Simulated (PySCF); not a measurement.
Correlation energy of As (arsenic, neutral)

[Ar] 3d10 4s2 4p3, high-spin 4S determinant. Computed with PySCF 2.14 in jorge-DZP-DKH (8s6p2d1f, 43 functions), with scalar relativity by spin-free X2C-1e. Frozen: [Ar] 3d10; 5 electrons correlated.

MP2 pair energies summed by pair of shells (mhartree):

```tsv
pair	energy	share (%)
4s-4p	-15.44	62.6
4s-4s	-5.76	23.4
4p-4p	-3.46	14.0
```

Total MP2 correlation energy: -24.65 mhartree.

Same-spin part -5.39 and opposite-spin part -19.26 mhartree; SCS-MP2 scales them by 1/3 and 6/5 to -24.91 mhartree.

```tsv
level	correlation energy (mhartree)
CCSD	-30.21
(T)	-0.21
CCSD(T)	-30.42
```

Diagnostics: T1 = 0.0031, D1 = 0.0079, largest double amplitude 0.027.

Cost of the coupled-cluster step: 0.29 s of wall time on 1 thread of Neoverse-V2 (shared host), for 5 correlated electrons.

Iterations:

```
CC2 = 0
CCSD nocc = (np.int64(4), np.int64(1)), nmo = (29, 29)
frozen orbitals [[0, 1, 2, 3, 4, 5, 6, 7, 8, 9, 10, 11, 12, 13], [0, 1, 2, 3, 4, 5, 6, 7, 8, 9, 10, 11, 12, 13]]
max_cycle = 100
direct = 0
conv_tol = 1e-08
conv_tol_normt = 1e-06
diis_space = 8
diis_start_cycle = 0
Init t2, MP2 energy = -0.0246523316812473
Init E_corr(UCCSD) = -0.0246523316982675
cycle = 1  E_corr(UCCSD) = -0.0290263230858373  dE = -0.00437399139  norm(t1,t2) = 0.0194663
cycle = 2  E_corr(UCCSD) = -0.0299337066892466  dE = -0.000907383603  norm(t1,t2) = 0.00490205
cycle = 3  E_corr(UCCSD) = -0.0302191364163473  dE = -0.000285429727  norm(t1,t2) = 0.00139694
cycle = 4  E_corr(UCCSD) = -0.0302138085893734  dE = 5.32782697e-06  norm(t1,t2) = 0.00017649
cycle = 5  E_corr(UCCSD) = -0.0302145576322908  dE = -7.49042917e-07  norm(t1,t2) = 3.88156e-05
cycle = 6  E_corr(UCCSD) = -0.0302143553902009  dE = 2.0224209e-07  norm(t1,t2) = 4.72402e-06
cycle = 7  E_corr(UCCSD) = -0.030214375353693  dE = -1.99634921e-08  norm(t1,t2) = 8.90286e-07
cycle = 8  E_corr(UCCSD) = -0.0302143696840968  dE = 5.66959613e-09  norm(t1,t2) = 5.8547e-08
UCCSD converged
E(UCCSD) = -2258.924192495045  E_corr = -0.03021436968409683
UCCSD(T) correction = -0.00020796279402088
```
